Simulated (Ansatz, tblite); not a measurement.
Cost and result up the ladder for Al(NH3)Cl3 (AlNCl3H3) (8 atoms). Charge 0, multiplicity 1. Geometry: r2SCAN-D4/def2-SVP.

Cartesian coordinates in Å:
```
Al -0.089 -0.988 -0.147
N 0.090 0.994 0.148
H -0.089 1.521 -0.712
H 1.030 1.244 0.468
H -0.571 1.331 0.854
Cl 0.486 -1.715 1.761
Cl 1.292 -1.268 -1.733
Cl -2.149 -1.120 -0.639
```

Ansatz on 4 threads of Arm Neoverse V1 on a shared host; xTB runs through tblite on one thread. Times are rough, summed over both states, and most runs start from the orbitals of an earlier one. PBE0-D4/def2-TZVP serves as the yardstick here, not as an exact answer. The other state is a triplet.

The xTB rows come from tblite.

xTB has no spin-polarisation term.

```json
{"level": "PBE0-D4/def2-TZVP", "functions": "197", "vertical triplet (eV)": "7.14", "difference from PBE0-D4/def2-TZVP (eV)": "0.00"}
{"level": "PBE-D4/def2-TZVP (with forces)", "functions": "197", "vertical triplet (eV)": "6.33", "difference from PBE0-D4/def2-TZVP (eV)": "-0.81"}
{"level": "GFN1-xTB", "functions": "46", "vertical triplet (eV)": "6.00", "difference from PBE0-D4/def2-TZVP (eV)": "-1.14"}
{"level": "GFN2-xTB", "functions": "43", "vertical triplet (eV)": "7.33", "difference from PBE0-D4/def2-TZVP (eV)": "0.19"}
{"level": "r2SCAN-D4/def2-TZVP", "functions": "197", "vertical triplet (eV)": "6.89", "difference from PBE0-D4/def2-TZVP (eV)": "-0.25"}
```

**Question.** Estimate how long each takes.

**Answer.** GFN1-xTB 0.014 s; GFN2-xTB 0.015 s; PBE-D4/def2-TZVP (with forces) 6.2 s; PBE0-D4/def2-TZVP 11 s; r2SCAN-D4/def2-TZVP 13 s. On shared hardware such times vary by a factor of up to 3.
